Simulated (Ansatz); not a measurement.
Ligand exchange: C2H8AlN + C3H7NO → C2H9AlN2 + C3H6O

Species: C2H8AlN `C[N](C)[AlH2]`, singlet; C3H7NO `NCC1CO1`, singlet; C2H9AlN2 `C[N](C)[AlH][NH2]`, singlet; C3H6O (propylene oxide) `CC1CO1`, singlet. The partners trade H for NH2: Al–H and C–NH2 bonds give way to Al–NH2 and C–H.

Shapes, held fixed at every level: PBE0-D4/def2-TZVP. Flexible molecules stand in one conformer, not always the lowest. Programs: Ansatz 0.2.0. Electronic energies: no zero-point or thermal term.

```json
{"level": "PBE-D4/def2-TZVPP", "kind": "GGA", "ΔE (kJ/mol)": "-154.2", "less CCSD(T)/CBS estimate": "+10.6", "CPU time (sum over the molecules)": "93 s"}
{"level": "r2SCAN-D4/def2-TZVPP", "kind": "meta-GGA", "ΔE (kJ/mol)": "-165.9", "less CCSD(T)/CBS estimate": "-1.1", "CPU time (sum over the molecules)": "2.3 min"}
{"level": "B3LYP-D4/def2-TZVPP", "kind": "global hybrid", "ΔE (kJ/mol)": "-162.7", "less CCSD(T)/CBS estimate": "+2.1", "CPU time (sum over the molecules)": "1.8 min"}
{"level": "wB97M-V/def2-TZVPP", "kind": "range-separated hybrid", "ΔE (kJ/mol)": "-162.0", "less CCSD(T)/CBS estimate": "+2.8", "CPU time (sum over the molecules)": "3.6 min"}
{"level": "wB97X-V/def2-TZVPP", "kind": "range-separated hybrid", "ΔE (kJ/mol)": "-158.0", "less CCSD(T)/CBS estimate": "+6.8", "CPU time (sum over the molecules)": "2.7 min"}
{"level": "CCSD(T)/def2-TZVPP", "kind": "coupled cluster or CI", "ΔE (kJ/mol)": "-161.0", "less CCSD(T)/CBS estimate": "+3.8", "CPU time (sum over the molecules)": "38 min"}
{"level": "CCSD/def2-TZVPP", "kind": "coupled cluster or CI", "ΔE (kJ/mol)": "-162.2", "less CCSD(T)/CBS estimate": "+2.6", "CPU time (sum over the molecules)": "–"}
{"level": "CCSD(T)/CBS estimate", "kind": "coupled cluster or CI", "ΔE (kJ/mol)": "-164.8", "less CCSD(T)/CBS estimate": "0.0", "CPU time (sum over the molecules)": "46 min"}
```

The highest level, CCSD(T)/CBS estimate, gives ΔE = -164.8 kJ/mol; the levels span -165.9 to -154.2. The column of differences is taken from that level and isn't an error. No measured value is set beside it here. The CBS estimate extrapolates MP2 from def2-TZVPP and def2-QZVPP and adds CCSD(T) − MP2 in the triple-zeta set, cores frozen. Times are processor times on shared x86 and Arm servers, and rough.
